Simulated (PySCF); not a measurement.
PySCF input for arsine (H₃As), SMILES [AsH3], PBE/pcSseg-2. Coordinates come from a B3LYP-D3(BJ)/def2-TZVP optimisation.

```python
import numpy as np
from pyscf import gto, scf, dft
from pyscf.prop.nmr import rks as nmr

mol = gto.M(
    atom='''
    As   -0.00000000   -0.00000000   -0.07074955
    H    -1.09731540   -0.63353534    0.77824508
    H     1.09731544   -0.63353535    0.77824503
    H     0.00000002    1.26707073    0.77824503
    ''',
    basis='pcSseg-2',
    charge=0,
    spin=0,
    max_memory=1600,
    verbose=3,
)
mf = dft.RKS(mol, xc='pbe')
mf.grids.level = 3
mf.conv_tol = 1e-10
mf.max_cycle = 100
mf.kernel()
n = nmr.NMR(mf)
n.verbose = 2
n.max_cycle_cphf = 60
sigma = n.kernel()
print('atom   isotropic/ppm   span/ppm')
for i, s in enumerate(sigma):
    w = np.linalg.eigvalsh((s + s.T) / 2)
    print(f'{mol.atom_symbol(i):2s}{i + 1:3d} {w.mean():14.3f} {w[2] - w[0]:11.3f}')
```

It prints:

```
converged SCF energy = -2237.3680991142
atom   isotropic/ppm   span/ppm
As  1       1880.895     136.973
H   2         28.923      18.155
H   3         28.923      18.155
H   4         28.923      18.155
```

The calculation finished and met its thresholds.
